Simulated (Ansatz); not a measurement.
**CCSD(T) forces**

AsH$_{3}$SO (SMILES OS[AsH2]), closed shell, displaced at random from a GFN2-xTB minimum.

```json
{"atom": "O1", "x (Å)": "-0.6258", "y (Å)": "-1.2371", "z (Å)": "-0.5385"}
{"atom": "S2", "x (Å)": "-1.2092", "y (Å)": "0.3766", "z (Å)": "-0.5924"}
{"atom": "As3", "x (Å)": "0.6850", "y (Å)": "1.2964", "z (Å)": "0.1057"}
{"atom": "H4", "x (Å)": "-1.2568", "y (Å)": "-1.7907", "z (Å)": "0.0537"}
{"atom": "H5", "x (Å)": "1.4996", "y (Å)": "0.7165", "z (Å)": "-0.7255"}
{"atom": "H6", "x (Å)": "1.0546", "y (Å)": "0.4166", "z (Å)": "1.2936"}
```

Ansatz 0.2.0; basis: def2-TZVPP; cores frozen in the correlated methods. Filled d shells of the heavier atoms are correlated. The def2 sets are not built for correlating such inner shells, so the correlated values are less sure here.

CCSD(T) forces from the calculation:
```json
{"atom": "O1", "Fx": "-1.963", "Fy": "-1.425", "Fz (eV/Å)": "1.057"}
{"atom": "S2", "Fx": "0.679", "Fy": "-0.806", "Fz (eV/Å)": "0.383"}
{"atom": "As3", "Fx": "-3.792", "Fy": "3.686", "Fz (eV/Å)": "4.333"}
{"atom": "H4", "Fx": "1.510", "Fy": "1.639", "Fz (eV/Å)": "-1.399"}
{"atom": "H5", "Fx": "3.875", "Fy": "-3.050", "Fz (eV/Å)": "-4.188"}
{"atom": "H6", "Fx": "-0.310", "Fy": "-0.043", "Fz (eV/Å)": "-0.186"}
```

Root-mean-square difference of the force components from those of CCSD(T): PBE0-D4 0.175; wB97M-V 0.122; r2SCAN-D4 0.089; PBE-D4 0.249; CAM-B3LYP-D4 0.143; wB97X-V 0.166 eV/Å.

The T1 diagnostic stays at or below 0.014. These are differences at one structure, and CCSD(T) in triple zeta is itself an approximation.

For scale, one of the runs: CCSD(T)/def2-TZVPP forces, 163 basis functions (an equivalent command: `ansatz run in.yaml --threads 4`). Time: 2.7 min of wall clock on 4 CPU threads; the host was shared. Peak host memory: 2.2 GiB.
